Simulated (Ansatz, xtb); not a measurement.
## Two isomers of FH7Si2Sn

Structure X is `F[Si@H]([SiH3])[SnH3]`, a singlet and structure Y is `F[SiH2][SiH2][SnH3]`, a singlet. Both are isolated molecules in the gas phase, relaxed with B3LYP-D3(BJ)/def2-SVP; the shapes shown needn't be the lowest conformers.

X (Å):

```json
{"atom": "F", "x (Å)": "1.2443", "y (Å)": "1.3846", "z (Å)": "1.2855"}
{"atom": "Si", "x (Å)": "0.2325", "y (Å)": "0.5492", "z (Å)": "0.2964"}
{"atom": "Si", "x (Å)": "0.7237", "y (Å)": "1.0979", "z (Å)": "-1.9365"}
{"atom": "Sn", "x (Å)": "-2.2000", "y (Å)": "1.1623", "z (Å)": "0.9456"}
{"atom": "H", "x (Å)": "0.4746", "y (Å)": "-0.9063", "z (Å)": "0.5318"}
{"atom": "H", "x (Å)": "2.1390", "y (Å)": "0.7796", "z (Å)": "-2.2845"}
{"atom": "H", "x (Å)": "0.4727", "y (Å)": "2.5501", "z (Å)": "-2.1675"}
{"atom": "H", "x (Å)": "-0.1904", "y (Å)": "0.3041", "z (Å)": "-2.8122"}
{"atom": "H", "x (Å)": "-2.5110", "y (Å)": "0.8088", "z (Å)": "2.5993"}
{"atom": "H", "x (Å)": "-2.4833", "y (Å)": "2.8378", "z (Å)": "0.6808"}
{"atom": "H", "x (Å)": "-3.3089", "y (Å)": "0.2699", "z (Å)": "-0.0230"}
```

Y (Å):

```yaml
atoms:
  - { symbol: F, position_ang: [-1.3489, -0.2887, -1.0939] }
  - { symbol: Si, position_ang: [-0.5958, -0.1378, 0.3577] }
  - { symbol: Si, position_ang: [1.0517, 1.5159, 0.0623] }
  - { symbol: Sn, position_ang: [0.9050, 2.1827, -2.4355] }
  - { symbol: H, position_ang: [-1.6288, 0.2397, 1.3623] }
  - { symbol: H, position_ang: [-0.0212, -1.4673, 0.7063] }
  - { symbol: H, position_ang: [0.7851, 2.6943, 0.9405] }
  - { symbol: H, position_ang: [2.4058, 0.9776, 0.3902] }
  - { symbol: H, position_ang: [2.0818, 3.3768, -2.8284] }
  - { symbol: H, position_ang: [1.1759, 0.8019, -3.4206] }
  - { symbol: H, position_ang: [-0.6545, 2.8168, -2.7757] }
```

Which of the two would you expect CCSD(T)/def2-SVP + ΔMP2/def2-TZVPP electronic energies to favour?

Structure Y; the calculation gives E(Y) − E(X) = −10.5 kJ/mol.

How the difference moves with the method:

```json
{"level": "B3LYP-D3(BJ)/def2-SVP", "geometry": "B3LYP-D3(BJ)/def2-SVP", "E(Y) − E(X) (kJ/mol)": "−12.1", "departure from the last row (kJ/mol)": "−1.5", "job, with rough time for the two": "optimisation, 1.7 min"}
{"level": "HF/def2-SVP", "geometry": "B3LYP-D3(BJ)/def2-SVP", "E(Y) − E(X) (kJ/mol)": "−14.3", "departure from the last row (kJ/mol)": "−3.7", "job, with rough time for the two": "part of the CCSD(T) run"}
{"level": "MP2/def2-SVP", "geometry": "B3LYP-D3(BJ)/def2-SVP", "E(Y) − E(X) (kJ/mol)": "−17.8", "departure from the last row (kJ/mol)": "−7.3", "job, with rough time for the two": "part of the CCSD(T) run"}
{"level": "CCSD(T)/def2-SVP", "geometry": "B3LYP-D3(BJ)/def2-SVP", "E(Y) − E(X) (kJ/mol)": "−16.4", "departure from the last row (kJ/mol)": "−5.9", "job, with rough time for the two": "single point"}
{"level": "CCSD(T)/def2-SVP + ΔMP2/def2-TZVPP", "geometry": "B3LYP-D3(BJ)/def2-SVP", "E(Y) − E(X) (kJ/mol)": "−10.5", "departure from the last row (kJ/mol)": "", "job, with rough time for the two": "single point, 25 s"}
```

As drawn, both hold the same kinds of bond in the same numbers.

The levels shown agree on the order. The largest departure from CCSD(T)/def2-SVP + ΔMP2/def2-TZVPP is that of MP2/def2-SVP, 7.3 kJ/mol. Levels run at GFN2-xTB geometries aren't shown. The last row adds to CCSD(T) the change of the MP2 difference between the two basis sets, here +5.9 kJ/mol.

With harmonic frequencies from B3LYP-D3(BJ)/def2-SVP (ideal gas, rigid rotor, one conformer each, 298.15 K, 1 atm): on the last row, ΔE + ΔZPE = −8.7 kJ/mol. A mode under 50 cm⁻¹ makes harmonic enthalpies and free energies unreliable, so none is given.

The correlated steps freeze 15 core orbitals; the filled d shell of Sn is correlated, in a basis made for valence electrons. Atoms past krypton carry core potentials in the def2 sets and no spin–orbit term is included. Programs: Ansatz 0.2.0; the last row on 2 threads of Intel(R) Xeon(R) 6975P-C (Granite Rapids) on a shared host.
